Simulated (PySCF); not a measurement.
## Correlation energy of Nb+ (niobium, charge +1)

[Kr] 4d4, high-spin 5D determinant. All numbers are calculated (PySCF 2.14, a scalar-relativistic core potential, in aug-cc-pwCVDZ-PP with ECP28MDF). Frozen: 4s2 4p6; 4 electrons correlated.

| level | correlation energy (mhartree) |
| --- | --- |
| CCSD | -40.32 |
| (T) | -0.45 |
| CCSD(T) | -40.77 |

Diagnostics: T1 = 0.0030, D1 = 0.0051, largest double amplitude 0.023.

Is a single reference adequate?

Yes, within this model without spin-orbit coupling: T1 lies below 0.03 and no double amplitude reaches 0.07.
